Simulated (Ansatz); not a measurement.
```xyz
12

O    -0.880    0.147   -1.645
Si   -1.424    0.383   -0.112
F    -1.681    1.950    0.043
N    -0.224   -0.219    0.926
Si    1.483   -0.337    0.705
O     1.850    0.094   -0.814
Cl    2.015   -2.278    1.133
H    -1.252    0.702   -2.334
H    -2.720   -0.265    0.161
H    -0.577   -0.650    1.770
H     2.265    0.497    1.630
H     1.144   -0.025   -1.461
```

Charge 0, multiplicity 1.

List the ωB97M-V/def2-TZVPP orbital energies in eV (Ansatz). (An estimate is asked.)

Computed: Occupied: -2771.69, -1808.71, -1808.49, -677.61, -527.02, -526.25, -394.66, -262.11, -199.56, -199.46, -199.45, -149.57, -149.35, -103.73, -103.70, -103.67, -103.50, -103.48, -103.43, -36.23, -31.84, -31.11, -27.11, -25.58, -19.42, -18.54, -17.61, -16.70, -16.12, -15.66, -15.37, -14.38, -14.09, -13.86, -13.31, -13.13, -12.44, -11.99, -11.49, -11.28, -10.89. Lowest empty: 1.79, 2.31, 2.82, 3.00, 3.26, 3.58, 4.15, 4.33.
